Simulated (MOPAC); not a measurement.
MOPAC input (PM7):

```
PM7 FORCE THERMO(298,298) PRECISE LET CHARGE=-1 GEO-OK AUX(PRECISION=9) THREADS=1
CHS

C    -0.97952178 1    0.04844870 1   -0.07024875 1
S     0.49933521 1   -0.01931297 1    0.03138129 1
H    -1.99187368 1    0.09264014 1   -0.13801411 1
```

From its output:

```

          UNABLE TO ACHIEVE SELF-CONSISTENCE

 ******************************************************************************
 *                                                                            *
 *     Error and normal termination messages reported in this calculation     *
 *                                                                            *
 * THE SCF CALCULATION FAILED.                                                *
 * UNABLE TO ACHIEVE SELF-CONSISTENCE                                         *
 * JOB ENDED NORMALLY                                                         *
 *                                                                            *
 ******************************************************************************

 == MOPAC DONE ==
```

Convergence was not reached.
